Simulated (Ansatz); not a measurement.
The same molecule with X = B, Al, Ga, In. Ansatz, PBE0-D4/def2-TZVP geometries, multiplicity 1.

Elements past krypton have def2 core potentials. Scalar relativity is left out up to krypton.

```
 X            molecule  mean X–Br bond length / Å  mean X–F bond length / Å  zero-point energy (PBE0-D4/def2-TZVP) / kJ/mol  ideal-gas entropy at 298 K and 1 bar (rigid rotor, harmonic PBE0-D4/def2-TZVP) / J/(mol·K)  HOMO–LUMO gap (PBE/def2-TZVPP) / eV
 B           `FB(F)Br`                      1.903                     1.309                                            27.2                                                                                         287                                 6.27
Ga  `[F][Ga]([F])[Br]`                      2.237                     1.731                                            13.4                                                                                         324                                 4.90
In  `[F][In]([F])[Br]`                      2.413                     1.924                                            11.1                                                                                         340                                 3.91
```

**Question.** Give the row for X = Al, `[F][Al]([F])[Br]`. (Best estimate.)

**Answer.** The calculation gave: 
| X | molecule | mean X–Br bond length / Å | mean X–F bond length / Å | zero-point energy (PBE0-D4/def2-TZVP) / kJ/mol | ideal-gas entropy at 298 K and 1 bar (rigid rotor, harmonic PBE0-D4/def2-TZVP) / J/(mol·K) | HOMO–LUMO gap (PBE/def2-TZVPP) / eV |
| --- | --- | --- | --- | --- | --- | --- |
| Al | `[F][Al]([F])[Br]` | 2.216 | 1.631 | 16.8 | 311 | 5.57 |

From B to In the mean X–Br bond length rises at each step, by 0.510 Å in all; the mean X–F bond length rises at each step, by 0.615 Å in all; the zero-point energy (PBE0-D4/def2-TZVP) falls at each step, by 16.1 kJ/mol in all; the ideal-gas entropy at 298 K and 1 bar (rigid rotor, harmonic PBE0-D4/def2-TZVP) rises at each step, by 53 J/(mol·K) in all; the HOMO–LUMO gap (PBE/def2-TZVPP) falls at each step, by 2.36 eV in all. Bonds lengthen as the atom grows down the group.

Spin–orbit coupling is left out; it splits and shifts lone-pair levels of the heavy atoms by tenths of an eV.
